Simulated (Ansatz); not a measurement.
Reaction (cleavage of the Si–Ge bond): `C[CH2][GeH2][SiH3]` + `[OH][InH][Br]` → `[SiH3][O][InH][Br]` + `C[CH2][GeH3]`

Isolated molecules relaxed with PBE0-D4/def2-TZVP in Ansatz; ΔE leaves out vibrations. CCSD(T)/CBS is the MP2 limit (def2-TZVPP, def2-QZVPP) plus CCSD(T) − MP2 in def2-TZVPP, frozen cores. Functionals use def2-TZVPP. B3LYP here is the variant with VWN-RPA as its local correlation; programs differ in this. Elements past krypton have def2 core potentials. For Br, Ge, In outer-core shells are correlated without core-valence functions, which leaves a few kJ/mol of doubt a bond. Scalar relativity is left out up to krypton. One conformer a species, not always the lowest.

(1) Is it downhill or uphill in electronic energy at CCSD(T)/CBS, and by how much? (Estimate.)

(2) What do these levels give: r2SCAN-D4, B3LYP-D4, ωB97X-V, PBE, r2SCAN, PBE0, B3LYP, HF/def2-TZVPP, CCSD/def2-TZVPP, MP2/def2-QZVPP, SCS-MP2/def2-QZVPP, MP2/CBS(def2)? (Estimate.)

Largest T1 diagnostic among the species: 0.014.

## Answers

(1) Computed: Downhill: ΔE = -0.94 eV.

(2) The calculation gave: r2SCAN-D4 -0.88, B3LYP-D4 -0.92, ωB97X-V -0.94, PBE -0.69, r2SCAN -0.89, PBE0 -0.79, B3LYP -0.93, HF/def2-TZVPP -1.25, CCSD/def2-TZVPP -0.99, MP2/def2-QZVPP -1.00, SCS-MP2/def2-QZVPP -1.06, MP2/CBS(def2) -0.99 eV.

From PBE to PBE0 (25 % exact exchange), in def2-TZVPP and without D4, ΔE moves by −0.10 eV. In def2-TZVPP, CCSD(T) changes the Hartree–Fock value by +0.30 eV (the triples alone add +0.04 eV) and MP2 by +0.25 eV.
